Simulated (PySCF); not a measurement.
W(O)2(F)(NH2) (FH2NO2W), SMILES [F][W](=[O])([NH2])=[O], multiplicity 1. Heavy atoms are numbered as in [W:1](=[O:2])(=[O:3])([F:4])[NH2:5]. Hydrogens are named by the atom that carries them.

The structure is a stationary point at PBE0-D3(BJ)/def2-SVP. The multiplicity is an assumed one; no other spin state was optimised. The structure was generated by enumeration; whether it is a known compound was not checked. The def2 effective core potentials stand for the cores of W; spin–orbit coupling is left out. Other conformers were not sampled.

Computed with PBE/def2-TZVP run with PySCF.

ESP charges are fitted to the potential on shells at 1.4 to 2.0 van der Waals radii. Atomic charges (e), one atom of each kind:

```csv
atom,ESP fit,Mulliken,Löwdin
W1,(withheld),1.37,0.75
O2,(withheld),-0.44,-0.27
F4,-0.32,-0.35,-0.21
N5 (NH2),-1.06,-0.68,-0.34
H on N5,(withheld),0.27,0.17
```

What belongs in the gaps? (An estimate is asked for; the answer gives what the named calculation found.)


- W1, ESP fit: 1.51
- O2, ESP fit: -0.49
- H on N5, ESP fit: 0.43
